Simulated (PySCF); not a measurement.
Fill in the blanks.

Compound: methyl 2-methylbutyrate, C6H12O2.
Structure used (PBE0-D3(BJ)/def2-SVP), in Å, numbered top down from 1:
```xyz
20
C6H12O2 angstrom
C     -1.9303   -1.5350   -0.2644
C     -1.7458   -0.1157    0.2470
C     -0.4823    0.5681   -0.2654
C     -0.4177    2.0418    0.1425
C      0.7593   -0.1234    0.2543
O      0.8479   -0.7068    1.3037
O      1.7935    0.0293   -0.5840
C      3.0241   -0.5252   -0.1557
H     -1.1118   -2.1875    0.0754
H     -2.8715   -1.9707    0.1029
H     -1.9557   -1.5665   -1.3658
H     -1.7104   -0.1190    1.3488
H     -2.6111    0.5045   -0.0408
H     -0.4437    0.5114   -1.3661
H     -0.4404    2.1417    1.2388
H      0.5004    2.5196   -0.2292
H     -1.2786    2.5905   -0.2680
H      3.3984   -0.0051    0.7392
H      3.7278   -0.3974   -0.9863
H      2.9098   -1.5912    0.0895
```

```csv
property,level,value
point group,PBE0-D3(BJ)/def2-SVP,C1
"rotational constants A, B, C",PBE0-D3(BJ)/def2-SVP,"2.975, 1.399, 1.140 GHz"
dipole moment,CAM-B3LYP/def2-SVPD,?
HOMO energy,CAM-B3LYP/def2-SVPD,-9.44 eV
LUMO energy,CAM-B3LYP/def2-SVPD,?
lowest singlet excitation,TDDFT CAM-B3LYP/def2-SVPD,"5.92 eV (209 nm, f = 0.002)"
strongest line among the 6 lowest singlet transitions,TDDFT CAM-B3LYP/def2-SVPD,?
static isotropic polarisability,CAM-B3LYP/def2-SVPD,80.3 au
electronic spatial extent ⟨r²⟩ about the centre of nuclear charge,CAM-B3LYP/def2-SVPD,1162 bohr²
```

The electronic properties come from PySCF, for the isolated species, density fitting.

Problem. The dipole moment?

Solution. 1.76 D.

Problem. What is the strongest line among the 6 lowest singlet transitions?

Solution. S3 at 8.20 eV (151 nm, f = 0.107).

Problem. What is the LUMO energy?

Solution. 1.19 eV.

No computed singlet falls in the visible range (750 to 380 nm, 1.65 to 3.26 eV); S1 lies 2.66 eV above its blue end. A dipole of 1.76 D is allowed in C1, and pure rotational transitions are dipole-allowed. In atomic units the dipole is 0.69 e·bohr (1 au = 2.5417 D).

One conformer stands for the species.
